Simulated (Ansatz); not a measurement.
The inner images of a band of BrH + Cl5FMo (9 atoms, charge 0, multiplicity 1) are given out of order.

Theory: RKS PBE/def2-SVP (Ansatz 0.2.0).

Initial state:

```xyz
9
Properties=species:S:1:pos:R:3
Mo -0.145 -0.142 -0.278
F 0.040 0.060 1.598
Cl 2.161 -0.133 -0.415
Cl -0.160 2.162 -0.434
Cl -2.441 -0.142 0.015
Cl -0.121 -2.435 0.033
Cl -0.357 -0.375 -2.550
Br 2.356 2.409 2.350
H 1.343 1.384 2.416
```

Final state:

```xyz
9
Properties=species:S:1:pos:R:3
Mo 0.366 0.393 -0.538
F -0.342 -0.408 3.285
Cl 2.443 0.160 -1.541
Cl 0.130 2.446 -1.590
Cl -1.678 0.678 0.490
Cl 0.657 -1.623 0.538
Cl -0.647 -0.675 -2.320
Br 1.476 1.566 1.403
H 0.270 0.251 3.009
```

Problem. Put them in order from the first end to the last, with their energies above the first end.
A.
```xyz
9
Properties=species:S:1:pos:R:3
Mo -0.042 -0.195 -0.333
F 0.367 -0.064 1.514
Cl 2.224 -0.427 -0.736
Cl 0.168 2.096 -0.484
Cl -2.274 0.057 0.218
Cl -0.232 -2.484 -0.048
Cl -0.531 -0.389 -2.568
Br 1.782 2.756 2.666
H 1.215 1.438 2.507
```
B.
```xyz
9
Properties=species:S:1:pos:R:3
Mo 0.215 0.471 -0.587
F 0.429 -0.790 3.505
Cl 2.437 0.110 -1.134
Cl 0.267 2.477 -1.748
Cl -1.998 0.847 -0.022
Cl 0.196 -1.482 0.620
Cl -0.454 -0.632 -2.506
Br 0.941 1.738 1.471
H 0.643 0.048 3.135
```
C.
```xyz
9
Properties=species:S:1:pos:R:3
Mo 0.067 -0.113 -0.304
F 0.568 -0.245 1.551
Cl 2.347 -0.232 -0.621
Cl 0.274 2.144 -0.768
Cl -1.991 0.432 0.577
Cl -0.240 -2.390 -0.088
Cl -0.560 -0.441 -2.483
Br 1.222 2.536 2.495
H 0.990 1.095 2.376
```
D.
```xyz
9
Properties=species:S:1:pos:R:3
Mo 0.174 0.381 -0.352
F 0.644 -0.702 2.774
Cl 2.433 -0.008 -0.435
Cl 0.241 2.364 -1.584
Cl -1.953 0.706 0.440
Cl -0.092 -1.847 0.161
Cl -0.364 -0.386 -2.495
Br 0.825 2.046 1.535
H 0.767 0.233 2.689
```
E.
```xyz
9
Properties=species:S:1:pos:R:3
Mo 0.149 0.119 -0.193
F 0.567 -0.457 1.820
Cl 2.419 0.000 -0.320
Cl 0.190 2.216 -1.204
Cl -1.874 0.619 0.725
Cl -0.181 -2.181 -0.076
Cl -0.423 -0.400 -2.398
Br 1.008 2.248 2.126
H 0.822 0.623 2.255
```

Solution. A (-0.1 kcal/mol), C (+7.1 kcal/mol), E (+23.2 kcal/mol), D (+19.3 kcal/mol), B (+9.8 kcal/mol).

Time of the run: 10 min on 4 threads of Arm Neoverse V2, with other jobs on the host, peak memory 0.41 GiB.
